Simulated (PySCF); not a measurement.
C₃H₈BFO.
SMILES: `BO[C@@H](F)CC`

Torsions of this conformer, `[BH2:1][O:2][C@@H:3]([F:4])[CH2:5][CH3:6]`: B1–O2–C3–F4 111°, O2–C3–C5–C6 64°.

The closed-shell ground state was solved at several levels (PySCF, density fitting, gas phase, non-relativistic). The structure is a single PBE0-D3(BJ)/def2-SVP conformer in the gas phase; no vibrational or solvent corrections.

| level | basis functions | total energy (Eh) | HOMO (eV) | LUMO (eV) | gap (eV) | dipole (D) |
| --- | --- | --- | --- | --- | --- | --- |
| CAM-B3LYP/pcSseg-1 | 142 | -318.9239 | -10.41 | 0.49 | 10.90 | 2.10 |
| KT2/pcSseg-1 | 142 | -323.9615 | -7.52 | -1.62 | 5.90 | 1.97 |
| PBE0/def2-SVPD | 190 | -318.5084 | -8.95 | -0.73 | 8.22 | 2.10 |
| LDA/def2-SVPD | 190 | -316.2973 | -7.51 | -2.03 | 5.48 | 2.11 |
| PBE0/6-31G* | 100 | -318.7172 | -8.71 | -0.15 | 8.56 | 1.89 |
| B3LYP/pcSseg-1 | 142 | -319.0662 | -8.72 | -0.86 | 7.86 | 2.05 |
| PBE0/6-311+G(2d,p) | 210 | -318.8228 | -8.94 | -0.77 | 8.17 | 2.10 |
| BHandHLYP/pcSseg-1 | 142 | -318.8879 | -10.42 | 0.41 | 10.83 | 2.17 |
| BLYP/pcSseg-1 | 142 | -318.9502 | -7.33 | -1.50 | 5.83 | 1.97 |
| PBE0/def2-TZVPD | 300 | -318.8527 | -8.92 | -0.73 | 8.19 | 2.05 |
| PBE0/pcSseg-1 | 142 | -318.6927 | -8.93 | -0.62 | 8.31 | 2.07 |
| B97-D/pcSseg-1 | 142 | -318.8491 | -7.45 | -1.45 | 6.00 | 1.99 |

Task: Estimate the row for LC-wPBE/pcSseg-1, a basis of 142 functions; the other rows only guide the guess.

Result: Total energy -318.8653 Eh, HOMO -11.76 eV, LUMO 1.76 eV, gap 13.52 eV, dipole 2.11 D.

Task: Over all these levels, which gives the widest orbital gap and which the narrowest?

Result: LC-wPBE/pcSseg-1 (range-separated hybrid) has the widest, 13.52 eV, and LDA/def2-SVPD (LDA) the narrowest, 5.48 eV. Functional and basis both differ between the two, so the spread mixes both effects.

Task: How much does the basis alone move the frontier levels among the 5 PBE0 rows?

Result: The HOMO by 0.24 eV and the LUMO by 0.62 eV. By rising basis size (HOMO, LUMO in eV): 6-31G* -8.71, -0.15; pcSseg-1 -8.93, -0.62; def2-SVPD -8.95, -0.73; 6-311+G(2d,p) -8.94, -0.77; def2-TZVPD -8.92, -0.73.

Task: In the pcSseg-1 basis, how does the gap go with the fixed share of exact exchange?

Result: BLYP (0 %) 5.83 eV; KT2 (0 %) 5.90 eV; B97-D (0 %) 6.00 eV; B3LYP (20 %) 7.86 eV; PBE0 (25 %) 8.31 eV; BHandHLYP (50 %) 10.83 eV. Each rise in the share widens the gap here.

Task: How far do the dipole and the HOMO energy spread over the levels?

Result: The dipole runs from 1.89 to 2.17 D (mean 2.05 D) and the HOMO from -11.76 to -7.33 eV.

Note: B97-D ran without an empirical dispersion term, which enters the total energy and its gradient alone.
